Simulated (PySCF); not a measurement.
Polarisability and C₆ of Rh⁺ (rhodium, charge +1)

[Kr] 4d7 5s1, high-spin 5F determinant (an excited configuration). Computed with PySCF 2.14 in aug-cc-pwCVTZ-DK, with scalar relativity by spin-free X2C-1e. Coupled (time-dependent) response in atomic units; α is the mean over directions.

```
method  mean α (bohr³)  C₆ (like pair)  S(−4)
   UHF           39.09           265.6   1183
```

S(−4) is the Cauchy moment in α(ω) = α(0) + S(−4) ω² + …

Spin-orbit coupling is absent.

α(iu) at UHF:

```tsv
u (hartree)	α(iu) (bohr³)
0	39.09
0.0500	36.39
0.100	30.48
0.200	19.95
0.300	14.07
0.500	8.772
0.750	5.981
1.00	4.498
1.50	2.888
2.00	2.025
3.00	1.150
5.00	0.5131
```

For an ion, C₆ is the dispersion term alone; charge-induced terms of lower order in 1/R come first.
